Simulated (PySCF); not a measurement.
C8H8.
Bonds: C1–C2 (triple), C2–C3, C3–C4 (triple), C4–C5, C5–C6, C6–C7, C7–C8 (double). Hydrogens: H9 on C1; H10, H11 on C5; H12, H13 on C6; H14 on C7; H15, H16 on C8.

The same species was optimised twice, with GFN2-xTB and with PBE0-D3(BJ)/def2-SVP (PySCF), and the same property calculations (PySCF, gas phase) were run on both structures.

| coordinate | GFN2-xTB | PBE0-D3(BJ)/def2-SVP | change |
| --- | --- | --- | --- |
| C7=C8 (Å) | 1.319 | 1.333 | +0.014 |
| C1≡C2 (Å) | 1.204 | 1.217 | +0.013 |
| C2–C3 (Å) | 1.359 | 1.372 | +0.013 |
| C3≡C4 (Å) | 1.207 | 1.219 | +0.012 |
| C4–C5 (Å) | 1.443 | 1.452 | +0.009 |
| C5–C6 (Å) | 1.540 | 1.538 | -0.002 |
| C6–C7 (Å) | 1.495 | 1.495 | 0.000 |
| C4–C5–C6 (°) | 111.5 | 113.3 | +1.8 |
| C5–C6–C7 (°) | 110.6 | 112.0 | +1.4 |
| C2–C3–C4 (°) | 178.6 | 179.5 | +0.9 |
| C6–C7–C8 (°) | 124.4 | 125.2 | +0.8 |
| C1–C2–C3 (°) | 179.7 | 179.9 | +0.2 |
| C3–C4–C5 (°) | 178.6 | 178.6 | 0.0 |
| C4–C5–C6–C7 (°) | 179 | 179 | 0 |
| C5–C6–C7–C8 (°) | 118 | 119 | +1 |

Rotational constants: A = 12946, B = 613.1, C = 600.6 MHz (GFN2-xTB) against A = 12907, B = 599.5, C = 587.3 MHz (PBE0-D3(BJ)/def2-SVP). Point groups within 0.08 Å: C1 and C1. Atoms that the bonding makes alike are paired by their places after alignment.

On the GFN2-xTB structure: isotropic polarisability (au) 103.0 [PBE0/def2-SVPD]; HOMO (eV) -7.15 [PBE0/def2-SVPD]; LUMO (eV) -0.52 [PBE0/def2-SVPD]; dipole (D) 1.17 [PBE0/def2-SVPD].

Question: What do these properties become on the PBE0-D3(BJ)/def2-SVP structure?

Answer: 
| property | level | on GFN2-xTB | on PBE0-D3(BJ)/def2-SVP | change |
| --- | --- | --- | --- | --- |
| isotropic polarisability (au) | PBE0/def2-SVPD | 103.0 | 105.3 | +2.3 |
| HOMO (eV) | PBE0/def2-SVPD | -7.15 | -7.15 | 0.00 |
| LUMO (eV) | PBE0/def2-SVPD | -0.52 | -0.62 | -0.10 |
| dipole (D) | PBE0/def2-SVPD | 1.17 | 1.13 | -0.04 |
| energy, GFN2-xTB geometry as zero (kcal/mol) | PBE0/def2-SVPD | 0.0 | -1.5 | -1.5 |

The heavy atoms differ by 0.033 Å rms after alignment (one structure mirrored). Among bonds between heavy atoms C1≡C2, C2–C3 and C7=C8 change most and about equally (+0.013 to +0.014 Å). Changes are differences of the printed values. Neither structure is proved a minimum here.

Shape of the structure used: `[CH:1]#[C:2][C:3]#[C:4][CH2:5][CH2:6][CH:7]=[CH2:8]`: C4–C5–C6–C7 179°, C5–C6–C7–C8 119°.
